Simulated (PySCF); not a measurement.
C6H11NS (charge -1 and doublet state).
Geometry (GFN2-xTB, Å), atoms numbered from 1 in this order:
```
atom  x, y, z in Å
N1     2.7457   -0.3549   -0.0733
C2     1.6763    0.4778    0.4787
C3     0.2742   -0.1287    0.3934
C4    -0.2108   -0.3559   -1.0434
C5    -1.7244   -0.5068   -0.8974
C6    -2.0672    0.4158    0.2392
S7    -3.6310    0.5502    0.8903
C8    -0.8162    0.7626    1.0023
H9     2.5472   -0.5209   -1.0565
H10    2.7176   -1.2636    0.3838
H11    1.9284    0.6763    1.5261
H12    1.6970    1.4310   -0.0591
H13    0.2779   -1.0954    0.9161
H14    0.0192    0.5292   -1.6449
H15    0.2554   -1.2270   -1.5181
H16   -1.9777   -1.5598   -0.6722
H17   -2.2586   -0.2515   -1.8216
H18   -0.5421    1.8244    0.8657
H19   -0.9209    0.6063    2.0834
```

The hyperfine couplings belong to this conformer and change with its torsions.

As a line formula: `NC[C@@H]1CC[C]([S-])C1` [radical] (charge -1).

Computed with PySCF 2.14.0, UKS B3LYP, pcH-1 on C H N S, non-relativistic, mean-field spin-orbit, GIAO. Whether the extra electron is bound in the gas phase wasn't checked; a finite basis holds it in any case. Couplings are sensitive to structure, and on GFN2-xTB geometries they can be far from those on DFT ones, by a factor of two or more for some ions and for spin on atoms past the first row. Stability of the SCF solution: not tested.

Largest spin populations (Mulliken): C6 (+0.61), S7 (+0.29) and H16 (+0.08). The angles at C6 add up to 356.3°, so it is nearly planar.

Question: List the C–H protons on four-coordinate carbons next to a three-coordinate spin centre, with their couplings and θ (C–H bond against the normal to the plane of the centre's neighbours, projected along the bond that joins the two).

Answer: 
```csv
β H,on,centre,θ (°),cos²θ,a (G)
H16,C5,C6,21,0.87,+28.67
H17,C5,C6,39,0.61,+16.72
H18,C8,C6,12,0.96,+29.64
H19,C8,C6,49,0.44,+16.52
```

Fitting the Heller–McConnell form a = ρ(B0 + B2 cos²θ), with Mulliken ρ = 0.61, gives B0 = 3.6 G and B2 = 47.4 G, with a largest miss of 3.0 G.

Couplings in gauss use g_iso = 2.0075.
